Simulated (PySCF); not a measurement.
PySCF was given this input:
```python
from pyscf import gto, scf, dft

mol = gto.M(
    atom='''
N     0.00348728    0.00371062   -1.15862513
N     0.03724204    0.00893934   -0.10524942
O     0.03853729   -0.05203626    1.10578006
''',
    basis='cc-pvdz',
    verbose=4,
)

mf = dft.RKS(mol)
mf.xc = 'r2scan'
mf.kernel()
g = mf.nuc_grad_method()
grad = g.kernel()
```

### Question
What does this run give for the Mulliken (on the basis functions themselves) charges in atom order, total energy, nuclear repulsion energy, HOMO energy?

### Answer

```yaml
Mulliken (on the basis functions themselves) charges in atom order: N1 -0.07, N2 0.36, O3 -0.29
total_energy: -184.5777 Eh
nuclear_repulsion_energy: 62.1232 Eh
HOMO energy: -8.41 eV
```
